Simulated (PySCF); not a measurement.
# Spinor energies of Pt (platinum, neutral)

Start: [Xe] 4f14 5d9 6p1; 5d3/2 filled at m_j = -3/2, -1/2, +1/2, +3/2; 5d5/2 filled at m_j = -3/2, -1/2, +1/2, +3/2, +5/2; 6p3/2 filled at m_j = +3/2. Calculated with PySCF 2.14 in x2c-SVPall-2c with one added diffuse shell each of s, d type (8s9p10d2f, 99 functions): generalised Hartree-Fock with the X2C-1e Hamiltonian and a Gaussian nucleus; one run each with spin-orbit coupling (SO) switched off, then screened by Boettger's factors. This is a chosen level, not necessarily the ground level.

```json
{"spinor shell": "1s1/2", "electrons": "2", "ε, spin-free (eV)": "-78829.4", "ε, screened SO (eV)": "-78802.5", "weight of nominal j (screened SO)": "1.000", "rms radius, screened SO (bohr)": "0.0194"}
{"spinor shell": "2s1/2", "electrons": "2", "ε, spin-free (eV)": "-14000.8", "ε, screened SO (eV)": "-13993.6", "weight of nominal j (screened SO)": "1.000", "rms radius, screened SO (bohr)": "0.0782"}
{"spinor shell": "2p1/2", "electrons": "2", "ε, spin-free (eV)": "-12145.1", "ε, screened SO (eV)": "-13390.1", "weight of nominal j (screened SO)": "1.000", "rms radius, screened SO (bohr)": "0.0663"}
{"spinor shell": "2p3/2", "electrons": "4", "ε, spin-free (eV)": "-12145.1", "ε, screened SO (eV)": "-11655.1", "weight of nominal j (screened SO)": "1.000", "rms radius, screened SO (bohr)": "0.0741"}
{"spinor shell": "3s1/2", "electrons": "2", "ε, spin-free (eV)": "-3358.3", "ε, screened SO (eV)": "-3357.1", "weight of nominal j (screened SO)": "1.000", "rms radius, screened SO (bohr)": "0.200"}
{"spinor shell": "3p1/2", "electrons": "2", "ε, spin-free (eV)": "-2809.1", "ε, screened SO (eV)": "-3086.9", "weight of nominal j (screened SO)": "1.000", "rms radius, screened SO (bohr)": "0.191"}
{"spinor shell": "3p3/2", "electrons": "4", "ε, spin-free (eV)": "-2809.1", "ε, screened SO (eV)": "-2699.4", "weight of nominal j (screened SO)": "1.000", "rms radius, screened SO (bohr)": "0.207"}
{"spinor shell": "3d3/2", "electrons": "4", "ε, spin-free (eV)": "-2204.2", "ε, screened SO (eV)": "-2253.4", "weight of nominal j (screened SO)": "1.000", "rms radius, screened SO (bohr)": "0.183"}
{"spinor shell": "3d5/2", "electrons": "6", "ε, spin-free (eV)": "-2204.2", "ε, screened SO (eV)": "-2171.3", "weight of nominal j (screened SO)": "1.000", "rms radius, screened SO (bohr)": "0.186"}
{"spinor shell": "4s1/2", "electrons": "2", "ε, spin-free (eV)": "-759.84", "ε, screened SO (eV)": "-760.66", "weight of nominal j (screened SO)": "1.000", "rms radius, screened SO (bohr)": "0.441"}
{"spinor shell": "4p1/2", "electrons": "2", "ε, spin-free (eV)": "-576.60", "ε, screened SO (eV)": "-644.72", "weight of nominal j (screened SO)": "1.000", "rms radius, screened SO (bohr)": "0.447"}
{"spinor shell": "4p3/2", "electrons": "4", "ε, spin-free (eV)": "-576.60", "ε, screened SO (eV)": "-551.29", "weight of nominal j (screened SO)": "1.000", "rms radius, screened SO (bohr)": "0.480"}
{"spinor shell": "4d3/2", "electrons": "4", "ε, spin-free (eV)": "-349.11", "ε, screened SO (eV)": "-360.85", "weight of nominal j (screened SO)": "1.000", "rms radius, screened SO (bohr)": "0.497"}
{"spinor shell": "4d5/2", "electrons": "6", "ε, spin-free (eV)": "-349.11", "ε, screened SO (eV)": "-343.15", "weight of nominal j (screened SO)": "1.000", "rms radius, screened SO (bohr)": "0.507"}
{"spinor shell": "5s1/2", "electrons": "2", "ε, spin-free (eV)": "-122.98", "ε, screened SO (eV)": "-124.48", "weight of nominal j (screened SO)": "1.000", "rms radius, screened SO (bohr)": "1.02"}
{"spinor shell": "4f5/2", "electrons": "6", "ε, spin-free (eV)": "-94.260", "ε, screened SO (eV)": "-97.573", "weight of nominal j (screened SO)": "0.999", "rms radius, screened SO (bohr)": "0.564"}
{"spinor shell": "4f7/2", "electrons": "8", "ε, spin-free (eV)": "-94.260", "ε, screened SO (eV)": "-94.022", "weight of nominal j (screened SO)": "0.999", "rms radius, screened SO (bohr)": "0.565"}
{"spinor shell": "5p1/2", "electrons": "2", "ε, spin-free (eV)": "-72.411", "ε, screened SO (eV)": "-85.342", "weight of nominal j (screened SO)": "0.998", "rms radius, screened SO (bohr)": "1.16"}
{"spinor shell": "5d3/2", "electrons": "4", "ε, spin-free (eV)": "-13.918", "ε, screened SO (eV)": "-16.659", "weight of nominal j (screened SO)": "0.916", "rms radius, screened SO (bohr)": "1.70"}
{"spinor shell": "5d5/2", "electrons": "5", "ε, spin-free (eV)": "-13.918", "ε, screened SO (eV)": "-14.007", "weight of nominal j (screened SO)": "0.753", "rms radius, screened SO (bohr)": "2.08"}
{"spinor shell": "6p3/2", "electrons": "1", "ε, spin-free (eV)": "-3.895", "ε, screened SO (eV)": "-4.451", "weight of nominal j (screened SO)": "1.000", "rms radius, screened SO (bohr)": "4.16"}
```

(1) Where does 5p3/2 lie, and what is the 5p spin-orbit splitting (screened SO)?

| quantity | spin-free | screened SO |
| --- | --- | --- |
| E (hartree) | -18398.56694 | -18425.33303 |
| M_J | 4 | 4 |
| ⟨J²⟩ | 23.372 | 28.311 |
| ⟨L²⟩ | 14.740 | 14.772 |
| ⟨S²⟩ | 2.633 | 4.492 |

The determinant has a definite M_J but mixes levels of different J.

Each row is a mean over spinors that exchange with the open shell spreads, by up to 4.384 eV (5p3/2).

Rows whose weight is well below 1 are mixtures of j = l ± 1/2: exchange outweighs spin-orbit coupling there, and the label is only the starting occupation.

Breit and QED terms are absent; they matter most for the inner s and p1/2 levels.

Densities and radii are taken from the X2C orbitals without a picture-change correction, which distorts them close to the nucleus.

Without spin-orbit coupling the j labels of p, d and f shells carry no meaning; the spin-free column gives the mean over the occupied spinors of each nl shell, and its ⟨J²⟩ belongs to a mixture of degenerate components.

Results:

(1) At -68.937 eV, 16.405 eV above 5p1/2.
